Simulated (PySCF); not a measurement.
A structure optimised at PBE-D3(BJ)/def2-SVP, used in a PySCF frequency run:

```
C
C 1 1.3512
F 2 1.3352 1 124.40
H 1 1.0998 2 115.93 3 180.00
H 2 1.1030 3 112.63 1 180.00
C 1 1.4546 4 116.21 2 180.00
F 6 1.3495 1 115.24 4 180.00
C 6 1.3512 7 119.38 1 180.00
H 8 1.0974 6 120.21 7 180.00
H 8 1.0982 9 119.40 6 180.00
```

**Question.** Write its SMILES, formula and point group.

**Answer.** C=C(F)/C=C\F, C4H4F2, Cs

**Question.** What are its rotational constants (standard atomic weights)?

**Answer.** 7.9828, 2.5015, 1.9047 GHz
